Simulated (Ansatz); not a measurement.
Input for Ansatz (a first-principles code): R-BLYP/def2-TZVPP on AlH5N2O (SMILES [NH2][Al]([NH2])[OH]), a point of a torsion scan.

Ansatz 0.2 input:
```yaml
crystal:
  periodic: [false, false, false]
  atoms:
    - {symbol: N, position_ang: [1.25386879, -1.12066156, -0.01256787]}
    - {symbol: Al, position_ang: [-0.08365726, 0.06143214, -0.04170130]}
    - {symbol: N, position_ang: [-1.60233609, -0.30375996, -0.89803234]}
    - {symbol: O, position_ang: [0.05538504, 1.47884765, 0.77686560]}
    - {symbol: H, position_ang: [2.22625700, -0.86561376, 0.08320942]}
    - {symbol: H, position_ang: [1.19440577, -2.01234281, -0.48030499]}
    - {symbol: H, position_ang: [-1.79827568, -1.15361832, -1.40221845]}
    - {symbol: H, position_ang: [-2.42401643, 0.28176580, -0.88701323]}
    - {symbol: H, position_ang: [0.16011370, 2.28079878, 1.26395486]}
basis:
  gaussian:
    orbitals: def2-TZVPP
hamiltonian:
  xc: {name: BLYP}
scf: {lower_state_search: off}
```

Output:

```
WARN ansatz: RAYON_NUM_THREADS=1 ignored (pool sized by the plan → 1); use --threads N
Functional definition: BLYP
these checks for a lower state are left out or cut short: stability, starts, cluster_reference, orbital_swaps, neighbouring_geometries, increment
integrals: 0.10 GiB planned
1025 factors; their error is unknown
mean field: 0.76 GiB planned
mean field evaluation 1: about -11680.9281 eV, gradient 1.3e2 eV
mean field evaluation 2: about -11564.6865 eV, gradient 2.3e2 eV
mean field evaluation 4: about -11710.2325 eV, gradient 1.1e1 eV
mean field evaluation 8: about -11710.4458 eV, gradient 1.8e-1 eV
mean field evaluation 16: about -11710.4370 eV, gradient 1.5e-4 eV
mean field -11710.43703666 eV, -430.3506234778 hartree, gradient 1.2e-6 eV, S^2 0.000000; 0 other end points of the search recorded, 0 dependent functions left out
reference -11710.43736949 eV, -430.3506357091 hartree; 20, 20 occupied and 185, 185 virtual orbitals, 1025 factors
Total energy: -11710.43736949 eV, -430.3506357091 hartree
Checks for a lower state left out: stability, starts, cluster_reference, orbital_swaps, neighbouring_geometries, increment
```

The run converged.

Cost: very roughly 2.0 core-seconds.
